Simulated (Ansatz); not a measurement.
Consider the hydrogenolysis of a C–Se bond: `N=C=C([SiH3])[SeH]` + H₂ → `N=C=C[SiH3]` + H₂Se.

Computed with Ansatz on PBE0-D4/def2-TZVP structures; ΔE is electronic, products minus reactants. CCSD(T)/CBS adds triple-zeta CCSD(T) − MP2 to the extrapolated MP2 energy (def2 sets, frozen cores). This one scheme is used for every species. DFT in def2-TZVPP. HSE06 is defined as in plane-wave codes. For Se outer-core shells are correlated without core-valence functions, which leaves a few kJ/mol of doubt a bond. Scalar relativity is left out up to krypton. Each species was taken in one conformer, which may not be the lowest.

```json
{"level": "BLYP-D4", "ΔE (kJ/mol)": "-51.9", "difference from CCSD(T)/CBS": "7.9"}
{"level": "r2SCANh-D4", "ΔE (kJ/mol)": "-62.8", "difference from CCSD(T)/CBS": "-3.0"}
{"level": "ωB97M-V", "ΔE (kJ/mol)": "-64.3", "difference from CCSD(T)/CBS": "-4.5"}
{"level": "B2PLYP", "ΔE (kJ/mol)": "-64.7", "difference from CCSD(T)/CBS": "-4.9"}
{"level": "PBE", "ΔE (kJ/mol)": "-63.0", "difference from CCSD(T)/CBS": "-3.2"}
{"level": "revPBE", "ΔE (kJ/mol)": "-64.9", "difference from CCSD(T)/CBS": "-5.1"}
{"level": "BLYP", "ΔE (kJ/mol)": "-69.3", "difference from CCSD(T)/CBS": "-9.5"}
{"level": "r2SCAN0", "ΔE (kJ/mol)": "-67.9", "difference from CCSD(T)/CBS": "-8.1"}
{"level": "HSE06", "ΔE (kJ/mol)": "-68.2", "difference from CCSD(T)/CBS": "-8.4"}
{"level": "BHLYP", "ΔE (kJ/mol)": "-78.8", "difference from CCSD(T)/CBS": "-19.0"}
{"level": "RPA@PBE/def2-TZVPP", "ΔE (kJ/mol)": "-57.3", "difference from CCSD(T)/CBS": "2.5"}
{"level": "HF/def2-SVP", "ΔE (kJ/mol)": "-93.6", "difference from CCSD(T)/CBS": "-33.8"}
{"level": "CCSD/def2-TZVPP", "ΔE (kJ/mol)": "-66.8", "difference from CCSD(T)/CBS": "-7.0"}
{"level": "CCSD(T)/def2-TZVPP", "ΔE (kJ/mol)": "-59.6", "difference from CCSD(T)/CBS": "0.2"}
{"level": "HF/def2-QZVPP", "ΔE (kJ/mol)": "-89.0", "difference from CCSD(T)/CBS": "-29.2"}
{"level": "HF/CBS(def2)", "ΔE (kJ/mol)": "-89.0", "difference from CCSD(T)/CBS": "-29.2"}
{"level": "CCSD(T)/CBS", "ΔE (kJ/mol)": "-59.8", "difference from CCSD(T)/CBS": "0"}
```

Largest T1 diagnostic among the species: 0.015.

At CCSD(T), def2-SVP lies −9.0 kJ/mol from the extrapolated value and def2-TZVPP +0.2 kJ/mol. In def2-TZVPP, CCSD(T) changes the Hartree–Fock value by +29.5 kJ/mol (the triples alone add +7.3 kJ/mol) and MP2 by +41.0 kJ/mol. From PBE to PBE0 (25 % exact exchange), in def2-TZVPP and without D4, ΔE moves by −5.7 kJ/mol.
